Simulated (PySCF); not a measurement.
Be(OMe)(OSiH3), SMILES C[O][Be][O][SiH3] (CH6BeO2Si) (B3LYP/def2-SVP optimised geometry):

```
11

Be    -0.225     0.217     0.028
O     -0.749     1.503     0.053
C     -1.289     2.772     0.094
H     -2.381     2.739     0.267
H     -0.840     3.374     0.906
H     -1.118     3.312    -0.856
O      0.311    -1.097     0.000
Si     0.888    -2.638     0.000
H      2.381    -2.638     0.000
H      0.416    -3.373    -1.211
H      0.416    -3.374     1.211
```

Level of theory: B3LYP/def2-TZVP in PySCF.

Q: What are the frontier orbital energies and the dipole moment?

A: HOMO-2 -8.57 eV, HOMO-1 -7.91 eV, HOMO -7.91 eV, LUMO -0.56 eV, LUMO+1 0.81 eV; dipole moment 1.45 D.

On the same geometry PBE/def2-TZVP (PySCF) gives HOMO-2 -7.35 eV, HOMO-1 -6.64 eV, HOMO -6.63 eV, LUMO -1.03 eV, LUMO+1 0.27 eV; dipole moment 1.49 D.

Meta-Löwdin charges at B3LYP/def2-TZVP: Be1 1.47, O2 -0.95, C3 -0.08, H4 0.10, H5 0.10, H6 0.10, O7 -1.14, Si8 0.78, H9 -0.13, H10 -0.13, H11 -0.13.
